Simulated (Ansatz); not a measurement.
Cost and result for the atomization energy of CH$_{6}$BrNOSi (`C[Si](N)(O)Br`) (11 atoms, 10 bonds).

Z-matrix (Å, degrees):
```
C
Si 1 1.848
H 1 1.093 2 109.9
H 1 1.093 2 110.9 3 -120.2
H 1 1.091 2 110.6 3 120.2
N 2 1.694 1 110.1 3 62.0
O 2 1.637 1 114.9 3 -58.0
Br 2 2.263 1 106.5 3 -173.8
H 6 1.007 2 120.7 1 42.1
H 6 1.007 2 120.1 1 -170.5
H 7 0.958 2 116.3 1 -97.8
```

Total charge 0; spin multiplicity 1. Correlated methods include outer-core shells of Br, which these sets cover unevenly. Scalar relativity is left out up to krypton. The structure was optimised at the PBE0-D4/def2-TZVP level. It is one conformer, not always the lowest. Program: Ansatz. Hardware: A = 2 threads of an AMD EPYC 7R13 on a shared host; B = 2 threads of an AMD EPYC 7R13 on a shared host and a share of an NVIDIA H100 80 GB. Times are those of one run each, without the atoms' runs, and a repeat can differ threefold. Electronic energies, without spin–orbit coupling; frozen cores. CCSD(T)/CBS adds CCSD(T) − MP2 in def2-TZVPP to the MP2 limit, and its time is that of the two runs behind it. T1 = 0.009. With those shells the extrapolation isn't a true limit. B3LYP takes the VWN-RPA correlation (the form of Gaussian; ORCA's B3LYP/G).

CCSD(T)/CBS is a level of theory with its own doubt, some kJ/mol a heavy atom from the limit and from the frozen cores, so smaller differences don't rank the functionals.

```csv
level,functions,wall time
CCSD(T)/def2-TZVPP [B],267,3.1 s
MP2/def2-QZVPP [B],510,3.9 s
PBE-D4/def2-TZVPP (with forces) [A],267,5 s
CCSD(T)/CBS(def2),–,7 s
PBE0-D4/def2-TZVPP [A],267,7 s
r2SCAN-D4/def2-TZVPP (with forces) [A],267,9.5 s
B3LYP-D4/def2-TZVPP (with forces) [A],267,11 s
B2PLYP/def2-TZVPP [A],267,12 s
ωB97X-V/def2-TZVPP [A],267,16 s
ωB97M-V/def2-TZVPP (with forces) [A],267,21 s
```

(1) What atomization energy does each give, and how far from CCSD(T)/CBS? (An estimate is asked.)

## Answers

(1) Ansatz gave: 
```csv
level,atomization (kcal/mol),difference from CCSD(T)/CBS,per bond
CCSD(T)/def2-TZVPP [B],948.4,-31.2,-3.1
MP2/def2-QZVPP [B],984.9,5.3,0.5
PBE-D4/def2-TZVPP (with forces) [A],988.0,8.4,0.8
CCSD(T)/CBS(def2),979.6,0.0,0.0
PBE0-D4/def2-TZVPP [A],972.0,-7.6,-0.8
r2SCAN-D4/def2-TZVPP (with forces) [A],976.0,-3.6,-0.4
B3LYP-D4/def2-TZVPP (with forces) [A],973.0,-6.6,-0.7
B2PLYP/def2-TZVPP [A],963.1,-16.5,-1.6
ωB97X-V/def2-TZVPP [A],977.8,-1.8,-0.2
ωB97M-V/def2-TZVPP (with forces) [A],978.6,-1.0,-0.1
```

The D4 term adds +10.3 kcal/mol with B3LYP and +5.4 kcal/mol with PBE0; it sums over pairs of atoms, weighted by their polarisabilities, and B3LYP, whose exchange is more repulsive, gets the larger term. From PBE to PBE0 (25 % exact exchange), in def2-TZVPP and without D4, the atomization energy moves by −15.1 kcal/mol: exact exchange takes away binding that semilocal exchange gives to molecules. In def2-TZVPP, CCSD(T) changes the Hartree–Fock value by +247.2 kcal/mol (the triples alone add +14.1 kcal/mol) and MP2 by +265.2 kcal/mol; breaking electron pairs costs correlation energy, which Hartree–Fock lacks.
